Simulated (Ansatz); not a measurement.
System: CH6BO2Si, charge -1, multiplicity 1. It need not be the lowest isomer of its formula. Whether it binds its extra electron was not tested at this geometry. 
Coordinates optimised at B3LYP-D3(BJ)/def2-TZVP (Ansatz, a first-principles code):
```
Si
H 1 1.5091
C 1 1.8129 2 111.27
H 3 1.0925 1 117.40 2 -37.59
H 3 1.0958 4 110.08 1 133.77
H 1 1.5339 2 100.19 3 -135.75
B 1 2.0473 2 109.16 6 -115.42
O 7 1.3552 1 109.83 2 -102.10
H 8 1.0181 7 103.20 1 -1.66
O 7 1.3924 8 117.77 9 178.28
H 10 0.9605 7 108.87 8 -178.44
```
Charge -1, spin multiplicity 1.

Basis-set convergence of Hartree-Fock and CCSD correlation energies (hartree) with Ansatz. Valence correlation only, unless marked. No spin-orbit coupling. Non-relativistic. This anion needs diffuse functions, which these sets lack.

| basis | functions | E(HF) | E(corr, CCSD) |
|---|---|---|---|
| cc-pV(D+d)Z | 109 | -504.76404 | -0.76701 |
| cc-pV(T+d)Z | 243 | -504.85279 | -0.94132 |
| cc-pV(Q+d)Z | 464 | … | … |

Task: Fill in the missing entries.

Result: 
- cc-pV(Q+d)Z, E(HF): -504.87460
- cc-pV(Q+d)Z, E(corr, CCSD): -0.99872
